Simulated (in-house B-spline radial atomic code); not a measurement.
Orbital energies and mean radii along the 4-electron series, configuration [He] 2s2. The effective charge is n√(-2ε), a non-relativistic measure. Computed with an all-electron radial atomic-structure program (B-spline basis): Dirac-Hartree-Fock, average of the configuration, finite nuclei.

```json
{"ion": "F5+", "Z": "9", "energy of 2s1/2 (Eh)": "-5.6719", "mean radius of 2s1/2 (bohr)": "0.80744", "energy of 1s1/2 (Eh)": "-32.096", "mean radius of 1s1/2 (bohr)": "0.17407", "effective charge of 2s1/2": "6.7361"}
{"ion": "Ne6+", "Z": "10", "energy of 2s1/2 (Eh)": "?", "mean radius of 2s1/2 (bohr)": "?", "energy of 1s1/2 (Eh)": "?", "mean radius of 1s1/2 (bohr)": "?", "effective charge of 2s1/2": "?"}
{"ion": "Mg8+", "Z": "12", "energy of 2s1/2 (Eh)": "?", "mean radius of 2s1/2 (bohr)": "?", "energy of 1s1/2 (Eh)": "?", "mean radius of 1s1/2 (bohr)": "?", "effective charge of 2s1/2": "?"}
{"ion": "Al9+", "Z": "13", "energy of 2s1/2 (Eh)": "?", "mean radius of 2s1/2 (bohr)": "?", "energy of 1s1/2 (Eh)": "?", "mean radius of 1s1/2 (bohr)": "?", "effective charge of 2s1/2": "?"}
{"ion": "Si10+", "Z": "14", "energy of 2s1/2 (Eh)": "-17.345", "mean radius of 2s1/2 (bohr)": "0.48037", "energy of 1s1/2 (Eh)": "-84.646", "mean radius of 1s1/2 (bohr)": "0.10991", "effective charge of 2s1/2": "11.78"}
{"ion": "P11+", "Z": "15", "energy of 2s1/2 (Eh)": "-20.439", "mean radius of 2s1/2 (bohr)": "0.44432", "energy of 1s1/2 (Eh)": "-98.192", "mean radius of 1s1/2 (bohr)": "0.10233", "effective charge of 2s1/2": "12.787"}
{"ion": "S12+", "Z": "16", "energy of 2s1/2 (Eh)": "-23.789", "mean radius of 2s1/2 (bohr)": "0.41327", "energy of 1s1/2 (Eh)": "-112.75", "mean radius of 1s1/2 (bohr)": "0.09572", "effective charge of 2s1/2": "13.795"}
{"ion": "Cl13+", "Z": "17", "energy of 2s1/2 (Eh)": "-27.393", "mean radius of 2s1/2 (bohr)": "0.38623", "energy of 1s1/2 (Eh)": "-128.33", "mean radius of 1s1/2 (bohr)": "0.089904", "effective charge of 2s1/2": "14.804"}
{"ion": "Ar14+", "Z": "18", "energy of 2s1/2 (Eh)": "-31.254", "mean radius of 2s1/2 (bohr)": "0.36249", "energy of 1s1/2 (Eh)": "-144.94", "mean radius of 1s1/2 (bohr)": "0.084745", "effective charge of 2s1/2": "15.813"}
{"ion": "K15+", "Z": "19", "energy of 2s1/2 (Eh)": "-35.372", "mean radius of 2s1/2 (bohr)": "0.34145", "energy of 1s1/2 (Eh)": "-162.56", "mean radius of 1s1/2 (bohr)": "0.080137", "effective charge of 2s1/2": "16.822"}
{"ion": "Ca16+", "Z": "20", "energy of 2s1/2 (Eh)": "-39.748", "mean radius of 2s1/2 (bohr)": "0.32269", "energy of 1s1/2 (Eh)": "-181.22", "mean radius of 1s1/2 (bohr)": "0.075997", "effective charge of 2s1/2": "17.832"}
{"ion": "Sc17+", "Z": "21", "energy of 2s1/2 (Eh)": "-44.383", "mean radius of 2s1/2 (bohr)": "0.30585", "energy of 1s1/2 (Eh)": "-200.9", "mean radius of 1s1/2 (bohr)": "0.072256", "effective charge of 2s1/2": "18.843"}
{"ion": "Ti18+", "Z": "22", "energy of 2s1/2 (Eh)": "-49.277", "mean radius of 2s1/2 (bohr)": "0.29065", "energy of 1s1/2 (Eh)": "-221.62", "mean radius of 1s1/2 (bohr)": "0.068859", "effective charge of 2s1/2": "19.855"}
{"ion": "V19+", "Z": "23", "energy of 2s1/2 (Eh)": "-54.432", "mean radius of 2s1/2 (bohr)": "0.27686", "energy of 1s1/2 (Eh)": "-243.37", "mean radius of 1s1/2 (bohr)": "0.065759", "effective charge of 2s1/2": "20.868"}
{"ion": "Cr20+", "Z": "24", "energy of 2s1/2 (Eh)": "-59.85", "mean radius of 2s1/2 (bohr)": "0.26429", "energy of 1s1/2 (Eh)": "-266.17", "mean radius of 1s1/2 (bohr)": "0.06292", "effective charge of 2s1/2": "21.881"}
{"ion": "Mn21+", "Z": "25", "energy of 2s1/2 (Eh)": "-65.53", "mean radius of 2s1/2 (bohr)": "0.25278", "energy of 1s1/2 (Eh)": "-290.01", "mean radius of 1s1/2 (bohr)": "0.06031", "effective charge of 2s1/2": "22.896"}
{"ion": "Fe22+", "Z": "26", "energy of 2s1/2 (Eh)": "-71.475", "mean radius of 2s1/2 (bohr)": "0.2422", "energy of 1s1/2 (Eh)": "-314.89", "mean radius of 1s1/2 (bohr)": "0.057901", "effective charge of 2s1/2": "23.912"}
{"ion": "Co23+", "Z": "27", "energy of 2s1/2 (Eh)": "-77.685", "mean radius of 2s1/2 (bohr)": "0.23245", "energy of 1s1/2 (Eh)": "-340.84", "mean radius of 1s1/2 (bohr)": "0.055671", "effective charge of 2s1/2": "24.93"}
```

(1) Fill in the row of Ne6+.

(2) Fill in the row of Mg8+.

(3) Fill in the row of Al9+.

(4) How does the screening of 2s1/2 change?

Results:

(1) energy of 2s1/2 (Eh): -7.5013; mean radius of 2s1/2 (bohr): 0.71064; energy of 1s1/2 (Eh): -40.588; mean radius of 1s1/2 (bohr): 0.15591; effective charge of 2s1/2: 7.7467.

(2) energy of 2s1/2 (Eh): -11.917; mean radius of 2s1/2 (bohr): 0.57328; energy of 1s1/2 (Eh): -60.596; mean radius of 1s1/2 (bohr): 0.12896; effective charge of 2s1/2: 9.7641.

(3) energy of 2s1/2 (Eh): -14.504; mean radius of 2s1/2 (bohr): 0.52275; energy of 1s1/2 (Eh): -72.115; mean radius of 1s1/2 (bohr): 0.11868; effective charge of 2s1/2: 10.772.

(4) Z less the effective charge goes from 2.26 at Z = 9 to 2.07 at Z = 27.
